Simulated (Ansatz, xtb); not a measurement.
Ranking isomers of H2OSeSi

4 gas-phase structures of H2OSeSi, found in a search over its isomers (lower ones may exist). Each was relaxed with GFN2-xTB; where two conformers were screened, the lower at r2SCAN-D4/def2-SVP is listed:

A. a singlet given by its coordinates
B. `O[SiH]=[Se]`, a singlet
C. `O=[SiH][SeH]`, a singlet
D. `O1[SiH2][Se]1`, a singlet

A (Å):

| atom | x (Å) | y (Å) | z (Å) |
| --- | --- | --- | --- |
| O | -0.5100 | 1.0337 | 0.4503 |
| Se | 0.0464 | -1.8531 | 0.8101 |
| Si | 0.7329 | 0.1568 | -0.1472 |
| H | -1.1131 | -1.3001 | 1.4367 |
| H | -0.6400 | 1.9657 | 0.3001 |

Close contacts (Å): O1–Si3 1.63, Se2–Si3 2.33, O1–H5 0.95, Se2–H4 1.43.

Task: Which do you expect lowest at r2SCAN-D4/def2-SVP, and how would the others follow?

Result: Calculated order at r2SCAN-D4/def2-SVP: B (0.0), A (65.7), C (98.6), D (205.8) kJ/mol.

Energies above the lowest of each column, in kJ/mol; the last columns are at PBE0-D3(BJ)/def2-SVP geometries and were run for some of them only (a dash: not run or not comparable):

```tsv
structure	GFN2-xTB	HF/STO-3G	r2SCAN-D4/def2-SVP	PBE0-D3(BJ)/def2-SVP	CCSD(T)/def2-TZVPP
B	0.0	35.1	0.0	0.0	0.0
A	135.7	0.0	65.7	58.8	65.5
C	35.6	153.1	98.6	–	–
D	150.8	139.0	205.8	–	–
```

CCSD(T)/def2-TZVPP puts B lowest of those it was run on; HF/STO-3G picks A. Some further structures that were screened fall inside this span and aren't listed. Flexible structures stand in one conformer each, not always the lowest. Frequencies (PBE0-D3(BJ)/def2-SVP) were run for A, B alone.

Over these structures GFN2-xTB departs from r2SCAN-D4/def2-SVP by 47.0 kJ/mol on average once a common shift is removed. A GFN2-xTB relaxation took about 0.058 s and the r2SCAN-D4/def2-SVP energy about 1.5 s on a shared host (Ansatz 0.2.0, xtb 6.7.1).
